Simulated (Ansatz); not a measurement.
Dissociation curve of GaC (cation, charge +1), lowest singlet found (which spin is the ground state isn't settled by this scan).

Computed with: RCCSD(T) = Ansatz (a first-principles code) with CCSD(T) on RHF/aug-cc-pVDZ, cores with 3d frozen; RKS-PBE = restricted PBE/aug-cc-pVDZ in Ansatz; RKS-B3LYP = restricted B3LYP/aug-cc-pVDZ run with Ansatz; RKS-CAM-B3LYP = restricted CAM-B3LYP/aug-cc-pVDZ (Ansatz); UCCSD(T) = CCSD(T) on UHF/aug-cc-pVDZ, cores with 3d frozen in Ansatz; UCCSDT(Q) = CCSDT(Q) on UHF/aug-cc-pVDZ, cores with 3d frozen (Ansatz); FCI = Ansatz with full CI/aug-cc-pVDZ, cores with 3d frozen.

Cost and accuracy over the 9 points of the scan, with FCI as yardstick. Costs are rough ratios of core time within Ansatz on shared cores, each with its mean field (Kohn-Sham runs search longer for lower solutions than correlated ones do); the miss is the largest error against full CI of the curve after the mean shift, in kcal/mol.

Question: Which of them comes closest to FCI within 10 times the cost of the cheapest?

Answer: RCCSD(T), 0.5 kcal/mol off at most.

```csv
level,relative cost,largest error
RCCSD(T),1,0.5
RKS-PBE,1,3.3
RKS-B3LYP,1,3.4
RKS-CAM-B3LYP,2,3.1
UCCSD(T),5,3.2
UCCSDT(Q),30,2.8
```

Costs within a factor of two of each other count as equal.

The scan ran from 1.43 to 6.68 Å; beyond the distances shown full CI changes its symmetry label. The restricted form behind RKS-PBE, RKS-B3LYP, RKS-CAM-B3LYP keeps the bonding electrons paired and can't separate into open-shell fragments. The unrestricted determinant behind UCCSD(T), UCCSDT(Q) is spin-contaminated at 2.66 to 6.68 Å (<S²> up to 1.0, against 0.00 for a pure singlet).
